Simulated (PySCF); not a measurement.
Molfile (atoms numbered from 1):
```
C5H11NO
     RDKit          3D

 18 17  0  0  0  0  0  0  0  0999 V2000
   -1.8870    0.8886   -0.7221 C   0  0  0  0  0  0  0  0  0  0  0  0
   -1.7894   -0.3360    0.1727 C   0  0  0  0  0  0  0  0  0  0  0  0
   -0.5753   -1.2093   -0.1262 C   0  0  0  0  0  0  0  0  0  0  0  0
    0.6824   -0.5288    0.0631 N   0  0  0  0  0  0  0  0  0  0  0  0
    1.5016   -0.1923   -0.9752 C   0  0  0  0  0  0  0  0  0  0  0  0
    2.7469    0.5671   -0.5694 C   0  0  0  0  0  0  0  0  0  0  0  0
    1.2549   -0.4797   -2.1295 O   0  0  0  0  0  0  0  0  0  0  0  0
   -2.7667    1.5008   -0.4734 H   0  0  0  0  0  0  0  0  0  0  0  0
   -0.9958    1.5265   -0.6173 H   0  0  0  0  0  0  0  0  0  0  0  0
   -1.9577    0.6024   -1.7826 H   0  0  0  0  0  0  0  0  0  0  0  0
   -2.6921   -0.9609    0.0653 H   0  0  0  0  0  0  0  0  0  0  0  0
   -1.7657   -0.0265    1.2334 H   0  0  0  0  0  0  0  0  0  0  0  0
   -0.6038   -2.1229    0.4922 H   0  0  0  0  0  0  0  0  0  0  0  0
   -0.5844   -1.5251   -1.1800 H   0  0  0  0  0  0  0  0  0  0  0  0
    0.9314   -0.2238    0.9948 H   0  0  0  0  0  0  0  0  0  0  0  0
    3.3502    0.7532   -1.4649 H   0  0  0  0  0  0  0  0  0  0  0  0
    2.4837    1.5299   -0.1045 H   0  0  0  0  0  0  0  0  0  0  0  0
    3.3407   -0.0076    0.1578 H   0  0  0  0  0  0  0  0  0  0  0  0
  1  2  1  0
  2  3  1  0
  3  4  1  0
  4  5  1  0
  5  6  1  0
  5  7  2  0
  1  8  1  0
  1  9  1  0
  1 10  1  0
  2 11  1  0
  2 12  1  0
  3 13  1  0
  3 14  1  0
  4 15  1  0
  6 16  1  0
  6 17  1  0
  6 18  1  0
M  END
```

Geometry: PBE0-D3(BJ)/def2-SVP; GIAO absolute shieldings from PySCF 2.14, gas phase, non-relativistic, averaged over equivalent atoms.

At PBE0/def2-SVP (153 basis functions, 16 s wall time on 1 thread of an Arm Neoverse V2, shared host):
| atoms | σ (ppm) |
| --- | --- |
| C5 | 33.4 |
| C3 | 157.2 |
| C2 | 169.0 |
| C6 | 172.6 |
| C1 | 182.5 |
| N4 | 151.7 |
| O7 | -58.3 |
| H15 | 27.70 |
| H13/H14 | 28.20 |
| H16/H17/H18 | 29.72 |
| H11/H12 | 30.27 |
| H8/H9/H10 | 30.58 |

**Question.** What do these become at CAM-B3LYP/pcSseg-1?

**Answer.** 
```tsv
atoms	σ at CAM-B3LYP/pcSseg-1	change
C5	8.5	-24.9
C3	143.1	-14.1
C2	154.9	-14.1
C6	158.4	-14.2
C1	170.6	-11.9
N4	133.1	-18.6
O7	-99.2	-40.9
H15	27.52	-0.18
H13/H14	28.02	-0.18
H16/H17/H18	29.49	-0.23
H11/H12	30.14	-0.13
H8/H9/H10	30.38	-0.20
```

The largest change is at O7 (amide-type carbonyl oxygen). Cost: 174 basis functions, 22 s wall time on 1 thread of an x86-64 server CPU, shared host. The order of the carbon signals is the same at both levels.

The C=O carbon of an acid or of an amide with N–H lies up to 10 ppm further downfield in solution, through hydrogen bonding that the calculation lacks.
